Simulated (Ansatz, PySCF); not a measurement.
Reaction (SMILES): [C-]#CCO → O=C1[CH-]C1
Each molecule is optimised on its own at B3LYP-D3(BJ)/def2-TZVP (Ansatz, an electronic-structure program), one conformer each, not searched for the lowest.

Wanted: isomerisation energy (enthalpy at 298 K, with B3LYP-D3(BJ) rigid-rotor harmonic-oscillator terms from PySCF), in eV. Correlated levels leave the core frozen unless marked. No spin-orbit coupling. Non-relativistic. Anions need diffuse functions: aug- sets have them; def2-D sets add few; the other sets have none. Basis-set limits of correlation are two-point, X^-3; Hartree-Fock from the larger set. The bracket is a focal-point correction in the basis named.

| level | program | isomerisation energy (eV) |
|---|---|---|
| revPBE-D3(BJ)/def2-TZVPD | Ansatz + dftd3 | -0.91 |
| r2SCANh-D4/def2-TZVPD | Ansatz + dftd4 | -0.83 |
| CAM-B3LYP-D4/def2-TZVPD | Ansatz + dftd4 | -0.64 |
| MP2/6-31G | Ansatz | -0.47 |

Estimate the value at RI-MP2/CBS(aug-cc-pVTZ,aug-cc-pVQZ)+[CCSD(T)-MP2]/aug-cc-pVTZ as computed with Ansatz.

-0.45 eV
